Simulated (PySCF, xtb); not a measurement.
CH₄BrInO, SMILES [In]([CH3])([Br])[OH]. Other conformers were not sampled.

Harmonic wavenumbers (cm⁻¹) from GFN2-xTB run with xtb at its own minimum, in rising order: 37, 66, 85, 112, 220, 288, 411, 456, 611, 671, 691, 1167, 1396, 1405, 3000, 3016, 3031, 3636.

What does PBE-D3(BJ)/def2-SVP (PySCF) give at its own minimum? (Estimate from the structure and the level; the computed values follow.)

4, 81, 106, 106, 233, 331, 487, 580, 707, 718, 806, 1128, 1376, 1377, 2999, 3120, 3128, 3702. Paired by order, the mean absolute difference is 52 cm⁻¹ and the zero-point energies are 29.0 and 30.0 kcal/mol.
